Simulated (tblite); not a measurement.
Compound: C5H4FNSi.
Atom-mapped SMILES: `[CH:1]#[C:2][Si@H:3]1[C@H:4]([C:5]#[N:6])[C@@H:7]1[F:8]` (hydrogens: H9 on C1; H10 on Si3; H11 on C4; H12 on C7)

The geometry is computed with GFN2-xTB (gas phase).

Give the optimised bond lengths and angles.

```json
{"bond": "C1≡C2", "length (Å)": "1.203", "order": "triple"}
{"bond": "C2–Si3", "length (Å)": "1.834", "order": "single"}
{"bond": "Si3–C4", "length (Å)": "1.922", "order": "single"}
{"bond": "C4–C5", "length (Å)": "1.410", "order": "single"}
{"bond": "C5≡N6", "length (Å)": "1.147", "order": "triple"}
{"bond": "C4–C7", "length (Å)": "1.543", "order": "single"}
{"bond": "C7–F8", "length (Å)": "1.367", "order": "single"}
{"bond": "Si3–C7", "length (Å)": "1.898", "order": "single"}
{"bond": "C1–H9", "length (Å)": "1.052", "order": "single"}
{"bond": "Si3–H10", "length (Å)": "1.445", "order": "single"}
{"bond": "C4–H11", "length (Å)": "1.085", "order": "single"}
{"bond": "C7–H12", "length (Å)": "1.087", "order": "single"}
```

Orders are formal, as drawn. A selection of angles:
```json
{"angle": "C2–C1–H9", "degrees": "179.1"}
{"angle": "C1–C2–Si3", "degrees": "178.3"}
{"angle": "C2–Si3–C4", "degrees": "112.6"}
{"angle": "C2–Si3–C7", "degrees": "113.9"}
{"angle": "C2–Si3–H10", "degrees": "122.6"}
{"angle": "C4–Si3–C7", "degrees": "47.7"}
{"angle": "C4–Si3–H10", "degrees": "118.5"}
{"angle": "C7–Si3–H10", "degrees": "119.1"}
{"angle": "Si3–C4–C5", "degrees": "118.9"}
{"angle": "Si3–C4–C7", "degrees": "65.4"}
{"angle": "Si3–C4–H11", "degrees": "119.4"}
{"angle": "C5–C4–C7", "degrees": "118.5"}
{"angle": "C5–C4–H11", "degrees": "112.5"}
{"angle": "C7–C4–H11", "degrees": "114.5"}
{"angle": "C4–C5–N6", "degrees": "178.0"}
{"angle": "C4–C7–F8", "degrees": "115.9"}
{"angle": "C4–C7–H12", "degrees": "115.5"}
{"angle": "F8–C7–H12", "degrees": "108.5"}
{"angle": "Si3–C7–C4", "degrees": "67.0"}
{"angle": "Si3–C7–F8", "degrees": "119.7"}
{"angle": "Si3–C7–H12", "degrees": "124.2"}
```

Dihedral angles: C2–Si3–C4–C5 -147° (anticlinal); Si3–C4–C7–F8 113° (anticlinal); C2–Si3–C7–C4 -99° (anticlinal).

The C–C distances run from 1.203 Å (C1≡C2, drawn triple) to 1.543 Å (C4–C7, drawn single), a spread of 0.340 Å. The C–Si distances run from 1.834 Å (C2–Si3, drawn single) to 1.922 Å (Si3–C4, drawn single), a spread of 0.088 Å. Si3 (SiH silicon) has angles from 47.7° to 122.6°. The 3-membered ring Si3–C4–C7 has internal angles of 47.7° to 67.0°.

Point group: C1 (no symmetry element, even within 0.4 Å). Its GFN2-xTB frequencies are all real (lowest 68 cm⁻¹).
